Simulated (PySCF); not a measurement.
Excitations are Tamm–Dancoff values on a coarser integration grid. The basis has no diffuse functions, so Rydberg states are missing or too high.

Cartesian coordinates (Å):
SMILES: [SiH3][GeH2][GeH2][GeH2][GeH2][GeH2][GeH2][GeH2][SiH3]
```xyz
29

Si     6.8648    -0.9421     0.3287
Ge     4.5085    -0.9561    -0.0071
Ge     3.6039     1.2925     0.0367
Ge     1.2055     1.3142    -0.3064
Ge     0.2767     3.5511    -0.2228
Ge    -2.1150     3.5500    -0.6147
Ge    -3.0650     5.7779    -0.5507
Ge    -5.4516     5.7634    -0.9749
Si    -6.3560     7.9625    -0.8690
H      7.5175    -0.1489    -0.7567
H      7.1764    -0.3037     1.6435
H      7.4257    -2.3277     0.3192
H      4.1658    -1.6034    -1.3621
H      3.8177    -1.7883     1.0895
H      3.9310     1.9478     1.3923
H      4.2815     2.1392    -1.0579
H      0.8840     0.6825    -1.6744
H      0.5299     0.4451     0.7717
H      0.9665     4.4309    -1.2829
H      0.5693     4.1744     1.1554
H     -2.8035     2.6739     0.4494
H     -2.4018     2.9152    -1.9890
H     -2.7939     6.4067     0.8297
H     -2.3651     6.6601    -1.6023
H     -6.1352     4.8547     0.0640
H     -5.7043     5.1477    -2.3639
H     -7.8276     7.9609    -1.1317
H     -6.1078     8.5372     0.4880
H     -5.6842     8.8267    -1.8864
```
Charge 0, spin multiplicity 1.

Q: Give the total energy, HOMO and S1–T1 gap (TDA) at the level PySCF 2.14.0 with r2SCAN-D4/def2-TZVP // r2SCAN-D4/def2-SVP.

A: 
```
Property                Result
---------------  -------------
total energy     -411708.45 eV
HOMO                  -6.25 eV
S1–T1 gap (TDA)        0.73 eV
```
